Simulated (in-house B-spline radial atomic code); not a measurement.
Results of a calculation; reference values are marked as such.
**Stopping of slow ions oscillates with Z: B to Si at r_s = 2**

A nucleus sits in a uniform electron gas with a rigid positive background. The Kohn-Sham equations are solved self-consistently in the spin-unpolarised LDA (PW92), non-relativistic, on B-splines with outgoing waves at the boundary and partial waves to l = 8. The model has no lattice, no bands and no magnetic solution. Atomic units; δ_l are the phase shifts at the Fermi level, counted so that each bound state adds π, and good to about 0.0005.

The density parameter is r_s = 2 bohr, near that of the valence electrons of Si (4 per atom, density 2.33 g/cm³, mass 28.09 u, which gives r_s = 2.01). The friction coefficient Q = n k_F σ_tr gives dE/dx = Q v for slow ions. Some elements are left out of the table, so an extreme may lie at one of them.

| ion | δ0/π | δ1/π | δ2/π | δ3/π | σ_tr (bohr²) | Q (a.u.) |
| --- | --- | --- | --- | --- | --- | --- |
| B | 1.200 | 0.379 | 0.024 | 0.005 | 26.09 | 0.7472 |
| C | 1.337 | 0.499 | 0.024 | 0.005 | 30.50 | 0.8735 |
| N | 1.448 | 0.620 | 0.027 | 0.006 | 28.82 | 0.8252 |
| O | 1.546 | 0.737 | 0.034 | 0.008 | 22.31 | 0.6388 |
| F | 1.642 | 0.846 | 0.047 | 0.009 | 14.97 | 0.4288 |
| Ne | 1.746 | 0.947 | 0.063 | 0.011 | 9.35 | 0.2678 |
| Mg | 1.975 | 1.145 | 0.095 | 0.013 | 6.93 | 0.1984 |
| Al | 2.089 | 1.249 | 0.109 | 0.013 | 11.77 | 0.3370 |
| Si | 2.194 | 1.356 | 0.122 | 0.014 | 20.17 | 0.5776 |

Where are the largest and smallest frictions, and what do the phase shifts say there?

Largest: C, Q = 0.8735; smallest: Mg, Q = 0.1984, a ratio of 4.4. For the largest δ1/π = 0.50: the p resonance is about half filled and sits at the Fermi level, where it scatters most. For the smallest the differences δ_l − δ_(l+1), measured from the nearest multiple of π, are 0.17π, 0.05π, 0.08π; σ_tr grows with the sines of these.

At equal speed, Lindhard and Scharff's formula, with silicon as an example target, scales as Z^(7/6)/(Z^(2/3) + 14^(2/3))^(3/2). How does its rise from the first ion to the last compare?

It rises smoothly by 0.5489/0.2534 = 2.17, while Q changes by 0.578/0.747 = 0.77. The statistical formula averages over shells, so it can't show the oscillation.
